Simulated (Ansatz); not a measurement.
`[Li][I]` + H₂ → `[LiH]` + HI at 298.15 K and 1 bar (hydrogenolysis of a Li–I bond).

Program: Ansatz. Geometries: PBE0-D4/def2-TZVP. ΔE: electronic, gas phase. CBS: MP2 limit from def2 TZ/QZ plus the TZ coupled-cluster correction, frozen cores. This one scheme is used for every species. Elements past krypton have def2 core potentials. For I, Li outer-core shells are correlated without core-valence functions, which leaves a few kJ/mol of doubt a bond.

| species | CCSD(T)/CBS energy (Eh) | H − E (kJ/mol) | S (J/(mol·K)) |
| --- | --- | --- | --- |
| `[Li][I]` | -305.01891 | 12.3 | 232.0 |
| H₂ | -1.17544 | 35.1 | 130.4 |
| `[LiH]` | -8.06146 | 17.1 | 170.7 |
| HI | -298.03592 | 22.7 | 206.5 |

H − E and S are ideal-gas, rigid-rotor, harmonic terms from PBE0-D4/def2-TZVP. The MP2-based limit puts H₂ 0.8 mEh under its directly extrapolated value; such offsets cancel only in part. 1 Eh = 2625.50 kJ/mol, R = 8.31446 J/(mol·K).

Q: By hand: ΔE, ΔH, ΔS and ΔG.

A: ΔE = (-8.06146) + (-298.03592) − (-305.01891) − (-1.17544) = 0.09697 Eh = 254.6 kJ/mol. Δ(H − E) = 17.1 + 22.7 − 12.3 − 35.1 = -7.6, so ΔH = 247.0 kJ/mol. ΔS = 170.7 + 206.5 − 232.0 − 130.4 = 14.8 J/(mol·K). ΔG = 247.0 − 298.15 × (14.8)/1000 = 242.6 kJ/mol.

Q: By hand: the equilibrium constant, and the temperature at which ΔG would vanish if ΔH and ΔS stayed fixed.

A: log₁₀ K = −ΔG/(RT ln 10) = -42.5. ΔG = 0 at ΔH/ΔS = 16689 K, far beyond where these terms or the molecules hold.

The number of gas molecules stays the same, so ΔS is small and ΔH decides. A doubt of 5 kJ/mol in ΔE shifts log₁₀ K by 0.9 here. These are equilibria of isolated gas molecules and say nothing of rates. Largest T1 diagnostic: 0.009 (customary marks: 0.02 for closed shells, 0.045 for open ones).
